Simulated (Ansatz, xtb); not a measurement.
Relative energy of two isomers of BH3O2Sn

Structure a: `B[O][Sn][OH]`, a singlet. Structure b: `OB[O][SnH]`, a singlet. Both are isolated molecules in the gas phase, relaxed with PBE-D3(BJ)/def2-SVP; the shapes shown needn't be the lowest conformers.

a (Å):

```xyz
7

B     0.6383   -0.4786    0.1526
O    -0.0323   -1.3716    0.9105
O    -1.3013   -2.8250    3.1087
Sn   -0.2298   -1.1272    2.9783
H     0.7193   -0.6768   -1.0538
H     1.1641    0.5224    0.6502
H    -1.3939   -3.2193    2.2155
```

b (Å):

```yaml
atoms:
  - { symbol: B, position_ang: [0.3165, -0.9501, -1.5249] }
  - { symbol: O, position_ang: [0.4429, -2.2624, -1.1770] }
  - { symbol: O, position_ang: [-0.8560, -0.2206, -1.4378] }
  - { symbol: Sn, position_ang: [-2.7062, -0.8022, -0.7990] }
  - { symbol: H, position_ang: [-0.4162, -2.6248, -0.8537] }
  - { symbol: H, position_ang: [1.3144, -0.3865, -1.9420] }
  - { symbol: H, position_ang: [-2.1664, -2.5275, -0.4376] }
```

Quicker runs give these differences E(b) − E(a): GFN2-xTB −0.374 eV; HF/STO-3G −0.465 eV (at GFN2-xTB geometries); r2SCAN-D4/def2-SVP −0.506 eV (at GFN2-xTB geometries).

Problem. Estimate E(b) − E(a) at the level CCSD(T)/def2-TZVP.

Solution. Calculated at CCSD(T)/def2-TZVP: E(b) − E(a) = −0.383 eV, so structure b lies lower.

The same difference at several levels:

| level | geometry | E(b) − E(a) (eV) | departure from the last row (eV) | job, with rough time for the two |
| --- | --- | --- | --- | --- |
| GFN2-xTB | GFN2-xTB | −0.374 | +0.008 | optimisation, 0.16 s |
| HF/STO-3G | GFN2-xTB | −0.465 | −0.082 | single point, 0.76 s |
| r2SCAN-D4/def2-SVP | GFN2-xTB | −0.506 | −0.123 | single point, 2.2 s |
| PBE-D3(BJ)/def2-SVP | PBE-D3(BJ)/def2-SVP | −0.621 | −0.238 | optimisation, 54 s |
| HF/def2-TZVP | PBE-D3(BJ)/def2-SVP | −0.529 | −0.146 | part of the CCSD(T) run |
| MP2/def2-TZVP | PBE-D3(BJ)/def2-SVP | −0.295 | +0.088 | part of the CCSD(T) run |
| CCSD(T)/def2-TZVP | PBE-D3(BJ)/def2-SVP | −0.383 |  | single point, 1.9 min |

As drawn, b has 1 B–O, 1 Sn–H in place of 1 O–Sn, 1 B–H.

None of the levels shown reverses the order. The largest departure from CCSD(T)/def2-TZVP is that of PBE-D3(BJ)/def2-SVP, 0.238 eV.

With harmonic frequencies from PBE-D3(BJ)/def2-SVP (ideal gas, rigid rotor, one conformer each, 298.15 K, 1 atm): on the last row, ΔE + ΔZPE = −0.382, ΔH = −0.404, ΔG = −0.344 eV.

The correlated steps freeze 7 core orbitals; the filled d shell of Sn is correlated, in a basis made for valence electrons. Atoms past krypton carry core potentials in the def2 sets, other sets are all-electron and non-relativistic, and no spin–orbit term is included. Codes used: Ansatz 0.2.0, xtb 6.7.1; the last row on 2 threads of Arm Neoverse V2 on a shared host.
